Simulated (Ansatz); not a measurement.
Basis-set extrapolation for C$_{9}$H$_{10}$O, SMILES `c1ccc2c(c1)CCOC2` (PBE0-D4/def2-TZVP geometry, frozen core, the Gaussian-basis code of Ansatz). Multiplicity 1, RHF reference.

|  | def2-TZVPP | def2-QZVPP |
| --- | --- | --- |
| HF | -421.648910 | -421.666899 |
| MP2 correlation | -1.676305 | -1.785843 |
| CCSD(T) correlation | -1.802361 | not run |

Energies in hartree. Use E(X) = E(∞) + A·exp(−7.88·√X) for Hartree–Fock and E(X) = E(∞) + B·X^(−2.97) for correlation, with X = 3 and 4, and add CCSD(T) minus MP2 of the smaller set to the MP2 limit.

Q: What is the CCSD(T) energy at the basis-set limit?

A: HF limit: -421.666899 + (-0.017989) × 0.13774 = -421.66938. MP2 limit: -1.785843 + (-0.109538) × 0.74074 = -1.86698. Higher-order term: -1.802361 − (-1.676305) = -0.12606. Total: -423.66242 hartree, 554.4 kJ/mol below CCSD(T)/def2-TZVPP.
